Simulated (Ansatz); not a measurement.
Compare A (`BCCCO`) with its isomer B (`BCC(C)O`).

Program: Ansatz. Geometries: PBE0-D4/def2-TZVP. ΔE: electronic, gas phase. CBS: MP2 limit from def2 TZ/QZ plus the TZ coupled-cluster correction, frozen cores. DFT in def2-TZVPP. B3LYP here is the variant with VWN-RPA as its local correlation; programs differ in this. Each species was taken in one conformer, which may not be the lowest.

A:

Z-matrix (Å, degrees):
```
C
C 1 1.523
B 1 1.548 2 118.3
H 1 1.098 2 111.7 3 -132.0
H 1 1.110 2 109.5 3 113.5
C 2 1.517 1 113.7 3 -176.1
H 2 1.096 1 109.6 3 62.8
H 2 1.095 1 109.6 3 -53.8
H 3 1.199 1 121.0 2 19.4
H 3 1.198 1 120.3 2 -164.3
O 6 1.413 2 113.2 1 61.9
H 6 1.100 2 109.8 1 -62.4
H 6 1.093 2 110.0 1 179.9
H 11 0.960 6 108.4 2 -70.7
```

B:

Z-matrix (Å, degrees):
```
C
C 1 1.515
B 1 1.554 2 115.2
H 1 1.096 2 110.2 3 128.7
H 1 1.105 2 109.4 3 -116.5
O 2 1.423 1 105.3 3 -61.3
C 2 1.516 1 113.5 3 177.0
H 2 1.101 1 108.3 3 55.5
H 3 1.198 1 120.8 2 158.5
H 3 1.198 1 120.4 2 -26.0
H 6 0.961 2 108.6 1 179.6
H 7 1.093 2 110.9 1 -61.8
H 7 1.094 2 111.2 1 178.5
H 7 1.093 2 110.2 1 58.4
```

(1) Which isomer does CCSD(T)/CBS put lower? Give the gap. (Best estimate.)

(2) Give E(B) − E(A) in kJ/mol with B2PLYP, PBE0-D4, CCSD/def2-TZVPP, MP2/def2-TZVPP, B3LYP-D4, ωB97M-V, PBE-D4. (An estimate is asked.)

Largest T1 diagnostic: 0.010.

Results:

(1) Ansatz gave: B, by 19.1 kJ/mol.

(2) Ansatz gave: B2PLYP -18.0, PBE0-D4 -16.8, CCSD/def2-TZVPP -18.7, MP2/def2-TZVPP -20.1, B3LYP-D4 -17.8, ωB97M-V -18.8, PBE-D4 -16.3. None reverses the order clearly.
